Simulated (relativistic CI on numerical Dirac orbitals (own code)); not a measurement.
**d9 in a ligand field**

Computed with a parametric ligand-field model of a d^n configuration (Racah B and C, spin-orbit zeta, crystal field), exact diagonalisation.

Field parameters in Wybourne normalisation: Td as Oh with Dq negative (B⁴₀ = 21Dq, B⁴₄ = √(5/14) B⁴₀). The field is a parameter set, without covalency.

**Question.** Ground term and bands for B = 430, C = 1670, ζ = 0 cm⁻¹, Td, 10Dq = -8560 cm⁻¹?

**Answer.** Ground term 2T2 with 4.00 electrons in the two orbitals of the cubic e set. Spin-allowed: 2E 8560 cm⁻¹ (1168 nm). Lowest spin-forbidden: none.

**Question.** Ground term and bands for B = 430, C = 1670, ζ = 0 cm⁻¹, Td, 10Dq = -3530 cm⁻¹?

**Answer.** Ground term 2T2 with 4.00 electrons in the two orbitals of the cubic e set. Spin-allowed: 2E 3530 cm⁻¹ (2833 nm). Lowest spin-forbidden: none.

**Question.** Ground term and bands for B = 430, C = 1670, ζ = 0 cm⁻¹, Td, 10Dq = -430 cm⁻¹?

**Answer.** Ground term 2T2 with 4.00 electrons in the two orbitals of the cubic e set. Spin-allowed: 2E 430 cm⁻¹. Lowest spin-forbidden: none.

**Question.** Ground term and bands for B = 430, C = 1670, ζ = 0 cm⁻¹, Td, 10Dq = -1200 cm⁻¹?

**Answer.** Ground term 2T2 with 4.00 electrons in the two orbitals of the cubic e set. Spin-allowed: 2E 1200 cm⁻¹. Lowest spin-forbidden: none.

**Question.** Ground term and bands for B = 430, C = 1670, ζ = 0 cm⁻¹, Td, 10Dq = -2750 cm⁻¹?

**Answer.** Ground term 2T2 with 4.00 electrons in the two orbitals of the cubic e set. Spin-allowed: 2E 2750 cm⁻¹. Lowest spin-forbidden: none.
